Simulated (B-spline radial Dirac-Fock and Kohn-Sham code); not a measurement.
# K-line shifts caused by a second vacancy in Pm¹⁸⁺

System: the Pm¹⁸⁺ ion in the configuration [Kr] 4d7.

Level of theory: Dirac-Fock ΔSCF + Breit + QED; a B-spline atomic structure program. Each two-hole energy is an average over J within one jj subconfiguration, not an observable level; in light atoms, where LS coupling holds, the j-resolved values are not observed lines, and for a K spectator the Kα1 hypersatellite is nearly forbidden. Electron correlation is not included.

Lines without a spectator: Kα2 (K-L2) 38169.2 eV, Kα1 (K-L3) 38722.7 eV, Kβ3 (K-M2) 43715.7 eV, Kβ1 (K-M3) 43829.9 eV. Shifts in eV with one spectator hole (a dash: not computed, or left out as unreliable):

```
spectator hole     Kα2     Kα1     Kβ3     Kβ1
        K (1s)  +745.6  +782.4  +959.5  +967.9
    L2 (2p1/2)   +88.2  +114.3       –  +232.6
    L3 (2p3/2)   +77.5   +80.6  +193.0       –
    M2 (3p1/2)       –  +15.90   +34.7   +41.3
    M3 (3p3/2)  +10.36       –   +32.9   +32.8
    M5 (3d5/2)   -1.31   +1.57       –       –
```
